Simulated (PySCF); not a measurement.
C3H5BF2, SMILES C=C(F)B(C)F.

The structure is a stationary point at PBE0-D3(BJ)/def2-SVP. The structure was generated by enumeration, and PubChem lists no compound with its InChIKey, so it may never have been made. One conformer was computed; it need not be the lowest.

Two levels are set side by side: PBE/def2-TZVP (PySCF) and HF/def2-TZVP (PySCF). Same geometry, gas phase. Differences are taken from unrounded values.

```tsv
quantity	HF	PBE	PBE minus HF
orbital gap (eV)	12.70	4.20	-8.50
highest occupied level (eV)	-10.54	-6.69	3.86
lowest empty level (eV)	2.16	-2.48	-4.64
dipole moment (D)	0.31	0.13	-0.18
mean polarisability (bohr³)	47.9	52.8	4.9
```

PBE's occupied levels lie high since its potential decays too fast outside the molecule; exact exchange lowers them and widens the gap. Loosely held outer electrons make PBE densities more polarisable. Differences between two approximate levels are no errors against the true value.

Rough cost on one machine, each run with all the roots and properties that it gave: HF against PBE about 1/3.
